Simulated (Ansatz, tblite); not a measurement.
Forces on SnHMe2(NHiPr) (C₅H₁₅NSn) at its PBE-D4/def2-SVP geometry. The state is a singlet with charge 0.

In the def2 sets Sn takes a core potential; there is no spin–orbit coupling. The xTB rows come from tblite.

GFN1-xTB (tblite), largest force 0.80 eV/Å:

```xyz
22
positions Å, forces eV/Å
C    -0.830    1.958    1.618   -0.338    0.555   -0.003
C    -0.549   -1.400    2.812   -0.245   -0.470    0.467
C    -0.046   -0.401   -1.762   -0.454   -0.039   -0.343
C     1.318   -1.043   -2.069    0.541   -0.273    0.199
C     0.016    1.122   -1.912    0.206    0.533    0.172
N    -0.596   -0.760   -0.453    0.432   -0.520   -0.200
Sn    0.128    0.034    1.332    0.323   -0.040   -0.210
H     1.868    0.212    1.390   -0.299   -0.022    0.007
H    -1.903    1.859    1.363    0.714    0.172    0.211
H    -0.372    2.722    0.961   -0.340   -0.480    0.463
H    -0.733    2.281    2.673   -0.079   -0.220   -0.728
H     0.013   -2.350    2.723   -0.411    0.624    0.075
H    -1.627   -1.601    2.661    0.738    0.080    0.160
H    -0.400   -0.993    3.831   -0.110   -0.281   -0.683
H    -0.660   -1.782   -0.367    0.064    0.777   -0.169
H    -0.767   -0.773   -2.531    0.234    0.068    0.357
H     2.092   -0.677   -1.359   -0.450   -0.178   -0.368
H     1.663   -0.813   -3.099   -0.325   -0.042    0.580
H     1.266   -2.147   -1.970   -0.049    0.595   -0.019
H     0.765    1.558   -1.214   -0.451   -0.307   -0.332
H     0.320    1.413   -2.937   -0.199   -0.229    0.474
H    -0.968    1.580   -1.691    0.498   -0.305   -0.108
```

GFN2-xTB (tblite), largest force 0.76 eV/Å:

```
C -0.244 0.573 0.030
C -0.153 -0.422 0.463
C -0.217 -0.062 -0.201
C 0.451 -0.191 0.018
C 0.153 0.465 0.029
N 0.344 -0.107 -0.191
Sn 0.052 -0.170 -0.246
H -0.149 -0.008 0.030
H 0.694 0.115 0.189
H -0.367 -0.420 0.475
H -0.093 -0.181 -0.735
H -0.424 0.584 0.139
H 0.708 0.099 0.127
H -0.119 -0.334 -0.675
H 0.111 0.568 -0.213
H 0.260 0.094 0.437
H -0.527 -0.171 -0.392
H -0.334 -0.071 0.672
H -0.043 0.665 -0.031
H -0.467 -0.370 -0.386
H -0.229 -0.280 0.578
H 0.595 -0.377 -0.118
```

PBE-D4/def2-TZVP (Ansatz), largest force 0.32 eV/Å:

```
C -0.098 0.159 -0.008
C -0.068 -0.130 0.117
C -0.035 -0.047 -0.296
C 0.207 -0.094 -0.012
C 0.013 0.198 0.027
N -0.011 -0.092 0.240
Sn -0.068 -0.056 -0.061
H -0.103 -0.004 -0.024
H 0.307 0.032 0.077
H -0.125 -0.220 0.190
H -0.024 -0.093 -0.292
H -0.152 0.270 0.021
H 0.300 0.058 0.040
H -0.038 -0.111 -0.284
H 0.050 0.220 -0.027
H 0.160 0.083 0.198
H -0.203 -0.085 -0.171
H -0.103 -0.041 0.256
H -0.003 0.287 -0.024
H -0.177 -0.114 -0.170
H -0.079 -0.099 0.263
H 0.249 -0.122 -0.061
```
